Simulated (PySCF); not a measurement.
An EPR job on `[H]/[C]=C\C1(CCl)CCC1` [radical].

Method: UKS B3LYP, pcH-1 on C Cl H, non-relativistic, mean-field spin-orbit, GIAO (PySCF 2.14.0). Geometry: GFN2-xTB. The command runs a driver script over a list of jobs; the input below is this job's line of settings and its coordinates in Å.

Command:
```bash
OMP_NUM_THREADS=1 python probes_run.py task.json out
```

Input:
```
{"job": {"kind": "epr", "basis": "pcH-1"}, "charge": 0, "multiplicity": 2}
C     -1.063312     2.266134     0.573801
C     -0.940498     0.993110     0.719877
C     -0.286812     0.010084    -0.250414
C     -1.369017    -0.757546    -0.992984
Cl    -2.354974    -1.743698     0.120970
C      0.787552    -0.902463     0.375055
C      1.740883    -0.540982    -0.773655
C      0.778667     0.571043    -1.214598
H     -0.811546     3.039525    -0.112497
H     -1.342510     0.487938     1.591884
H     -0.928670    -1.450664    -1.710804
H     -2.051074    -0.076015    -1.503066
H      1.130880    -0.538943     1.341227
H      0.510558    -1.950516     0.467636
H      2.733247    -0.211885    -0.475304
H      1.840149    -1.335568    -1.509933
H      1.115033     1.562225    -0.921275
H      0.502684     0.584538    -2.267095
```

Output:
```
UKS, coarse grid
  cycle   1  E = -732.80167487  |g| = 3.29e-01
  cycle   2  E = -732.79616719  |g| = 3.48e-01
  cycle   3  E = -732.85663121  |g| = 5.96e-02
  cycle   4  E = -732.85782926  |g| = 3.45e-02
  cycle   5  E = -732.85840172  |g| = 1.19e-02
  cycle   6  E = -732.85848139  |g| = 5.34e-03
  cycle   7  E = -732.85850753  |g| = 1.84e-03
  cycle   8  E = -732.85851479  |g| = 1.12e-03
  cycle   9  E = -732.85851802  |g| = 4.81e-04
UKS, final grid
  cycle   1  E = -732.85851068  |g| = 5.50e-04
  cycle   2  E = -732.85851065  |g| = 7.55e-04
  cycle   3  E = -732.85851092  |g| = 1.11e-04
  cycle   4  E = -732.85851095  |g| = 1.00e-04
  cycle   5  E = -732.85851097  |g| = 4.72e-05
  cycle   6  E = -732.85851097  |g| = 1.04e-05
E = -732.85851097 Eh   <S^2> = 0.7588 (exact 0.7500)
g shifts (ppm)      1          2          3
  rmc          -147       -147       -147
  gc             34          2        -40
  oz_so        -359         67        872
  total        -472        -77        686
hyperfine (MHz)  atom isotope    a_iso     a_fc   dipolar eigenvalues
    0   13C     314.12     314.24    -80.83    -59.41    140.24
    1   13C     -17.40     -17.40    -18.67      2.45     16.22
    2   13C      75.89      75.90     -9.17     -8.44     17.61
    3   13C      -8.10      -8.11     -0.42     -0.26      0.68
    4  35Cl      -0.01      -0.02     -0.54     -0.33      0.87
    5   13C      -2.99      -3.00     -0.76     -0.70      1.46
    6   13C      -0.34      -0.34     -0.35     -0.08      0.44
    7   13C      -0.04      -0.04     -0.51     -0.20      0.71
    8    1H      32.53      32.53    -32.47     -6.24     38.71
    9    1H     123.56     123.57     -6.34     -5.25     11.59
   10    1H       6.57       6.56     -1.05     -0.75      1.80
   11    1H       1.61       1.61     -1.90     -1.48      3.37
   12    1H       2.74       2.74     -1.38     -1.16      2.54
   13    1H       2.78       2.78     -1.07     -0.72      1.78
   14    1H       2.02       2.02     -0.73     -0.65      1.38
   15    1H      -0.52      -0.52     -0.68     -0.60      1.28
   16    1H       0.06       0.06     -3.63     -2.61      6.24
   17    1H       0.99       0.99     -1.55     -1.20      2.75
```

rmc, gc and oz_so are the mass-correction, gauge-correction and orbital-Zeeman/spin–orbit parts of the g shift along its three principal axes; a_iso is the isotropic hyperfine coupling and a_fc its Fermi-contact part. Atoms in this output count from 0.

Task: How far is ⟨S²⟩ from the pure-spin value?

Result: S = 0.5 gives S(S+1) = 0.75; the run has 0.7588, 0.0088 more.

Task: Get g_iso from the total shifts.

Result: Their mean is 46 ppm; added to g_e = 2.002319 it gives 2.00237.

Main results: ⟨S²⟩ 0.759; g_iso 2.0024.

The structure is a single GFN2-xTB conformer in the gas phase; no vibrational or solvent corrections.

On an Arm Neoverse V2 with one thread, no GPU, on a shared host, this took 2.0 min of wall time (grids of density and orbitals included) and 1.1 GiB of memory at its peak.
Labels such as C1 count atoms from 1, the log's own numbers from 0.
